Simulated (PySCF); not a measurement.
## EPR parameters of [C7H11N]+

Compound: C₇H₁₁N (charge +1 and doublet state).
Structure used (GFN2-xTB), in Å, numbered top down from 1:
```xyz
19
C7H11N angstrom
C      0.9055    0.6630    2.3435
C      1.6146    0.1649    1.3266
C      1.1050   -0.1525    0.0030
C      1.9778   -0.3369   -1.0178
C     -0.3404   -0.2872   -0.1786
C     -1.1074   -0.8474    0.7575
C     -0.9224    0.2139   -1.5196
N     -2.3124    0.4355   -1.5150
H     -0.1247    0.9679    2.2424
H      1.3517    0.8107    3.3126
H      2.6784    0.0075    1.4501
H      1.6630   -0.4816   -2.0367
H      3.0405   -0.3574   -0.8410
H     -2.1776   -0.9293    0.6812
H     -0.6585   -1.3186    1.6179
H     -0.4211    1.1633   -1.7400
H     -0.6751   -0.5106   -2.2998
H     -2.6775    1.1447   -0.8983
H     -2.9294   -0.3408   -1.6954
```

The hyperfine couplings belong to this conformer and change with its torsions.

Identity: `C=CC(=C)C(=C)C[NH2+]` [radical] (charge +1).

Theory: UKS B3LYP, pcH-1 on C H N, non-relativistic, mean-field spin-orbit, GIAO in PySCF 2.14.0. Geometry: GFN2-xTB, one conformer, isolated ion. A GFN2-xTB geometry isn't a minimum of the functional, and hyperfine couplings can be far from their values at a DFT geometry, by a factor of two or more for some ions and for spin on atoms past the first row. The frame is twisted about the C3–C5 bond at this geometry (dihedral C4–C3–C5–C7 = -37°); couplings at other torsion angles weren't computed. Stability of the SCF solution: not tested.

```json
{
  "g1, g2, g3": "2.00239, 2.00295, 2.00331",
  "g_iso": "2.00289",
  "Form of g": "rhombic: the two nearest values differ by 39 % of g3 − g1",
  "⟨S²⟩": "0.7633 (exact 0.7500)",
  "α and β electrons": "30, 29"
}
```

Isotropic coupling and dipolar principal values T1 to T3, in 10⁻⁴ cm⁻¹ (1 × 10⁻⁴ cm⁻¹ = 2.998 MHz):

```json
{"atom": "C1", "isotope": "13C", "a_iso": "2.6", "T1": "-3.8", "T2": "-3.5", "T3": "7.3", "Mulliken spin population": "0.13"}
{"atom": "C2", "isotope": "13C", "a_iso": "-0.8", "T1": "-1.7", "T2": "-0.8", "T3": "2.5", "Mulliken spin population": "0.03"}
{"atom": "C3", "isotope": "13C", "a_iso": "-5.2", "T1": "-3.4", "T2": "0.5", "T3": "2.9", "Mulliken spin population": "-0.03"}
{"atom": "C4", "isotope": "13C", "a_iso": "10.3", "T1": "-11.5", "T2": "-11.4", "T3": "22.9", "Mulliken spin population": "0.44"}
{"atom": "C5", "isotope": "13C", "a_iso": "3.2", "T1": "-4.9", "T2": "-2.5", "T3": "7.4", "Mulliken spin population": "0.07"}
{"atom": "C6", "isotope": "13C", "a_iso": "2.5", "T1": "-4.6", "T2": "-4.3", "T3": "8.9", "Mulliken spin population": "0.16"}
{"atom": "C7", "isotope": "13C", "a_iso": "-5.0", "T1": "-1.3", "T2": "-0.6", "T3": "1.9", "Mulliken spin population": "-0.01"}
{"atom": "N8", "isotope": "14N", "a_iso": "4.5", "T1": "-4.1", "T2": "-4.1", "T3": "8.2", "Mulliken spin population": "0.26"}
{"atom": "H9", "isotope": "1H", "a_iso": "0.2", "T1": "-1.4", "T2": "-0.9", "T3": "2.3", "Mulliken spin population": "0.00"}
{"atom": "H10", "isotope": "1H", "a_iso": "-1.1", "T1": "-1.8", "T2": "-0.6", "T3": "2.4", "Mulliken spin population": "0.00"}
{"atom": "H11", "isotope": "1H", "a_iso": "1.9", "T1": "-1.0", "T2": "0.2", "T3": "0.9", "Mulliken spin population": "0.00"}
{"atom": "H12", "isotope": "1H", "a_iso": "-8.0", "T1": "-5.1", "T2": "-0.8", "T3": "5.9", "Mulliken spin population": "-0.02"}
{"atom": "H13", "isotope": "1H", "a_iso": "-7.8", "T1": "-5.3", "T2": "-0.7", "T3": "6.0", "Mulliken spin population": "-0.02"}
{"atom": "H14", "isotope": "1H", "a_iso": "-3.2", "T1": "-1.6", "T2": "-0.6", "T3": "2.2", "Mulliken spin population": "-0.01"}
{"atom": "H15", "isotope": "1H", "a_iso": "-0.3", "T1": "-1.9", "T2": "-1.1", "T3": "3.0", "Mulliken spin population": "-0.01"}
{"atom": "H16", "isotope": "1H", "a_iso": "15.8", "T1": "-1.1", "T2": "-0.2", "T3": "1.3", "Mulliken spin population": "0.02"}
{"atom": "H17", "isotope": "1H", "a_iso": "-2.1", "T1": "-1.0", "T2": "0.3", "T3": "0.7", "Mulliken spin population": "0.00"}
{"atom": "H18", "isotope": "1H", "a_iso": "-4.8", "T1": "-4.6", "T2": "-1.2", "T3": "5.8", "Mulliken spin population": "-0.01"}
{"atom": "H19", "isotope": "1H", "a_iso": "-5.8", "T1": "-5.0", "T2": "-0.9", "T3": "5.8", "Mulliken spin population": "-0.01"}
```

The largest Mulliken spin populations are on C4 (+0.44), N8 (+0.26), C6 (+0.16) and C1 (+0.13). Three atoms exceed +0.15.

The SMILES `C=CC(=C)C(=C)C[NH2+]` draws the unpaired electron on N8, whose computed spin population is only +0.26.

Axes: g3 points within 12° of the N8–H18 bond.

Under fast tumbling the dipolar parts average out, and these isotropic splittings remain (the largest six): 1 × 1H (H12, I = 1/2, 2 lines) with 0.85 mT, 1 × 1H (H13, I = 1/2, 2 lines) with 0.84 mT, 2 × 1H (H16/H17, I = 1/2, 3 lines) with 0.73 mT, 1 × 1H (H19, I = 1/2, 2 lines) with 0.62 mT, 1 × 1H (H18, I = 1/2, 2 lines) with 0.51 mT and 1 × 14N (N8, I = 1, 3 lines) with 0.48 mT.

Means are taken over nuclei equivalent by connectivity, which assumes that they swap fast. H18 and H19 aren't averaged: N8 is flat or nearly so (angle sum 352°), and its turn about the short N8–C7 bond (1.41 Å) is taken as slow. The 1H value of +20.5 MHz is a mean of couplings from -6.4 to 47.3 MHz in this one geometry, not an average over conformers.

The 13C coupling of C4 (30.7 MHz) shows only in satellite lines or after enrichment, since that isotope makes up about 1.07 % of natural carbon.

β density exceeds α density at some nuclei, such as C3 (-0.0139), C7 (-0.0133) and H12 (-0.0054), spin density in bohr⁻³. In a single determinant that takes different orbitals for the two spins, that is spin polarisation.
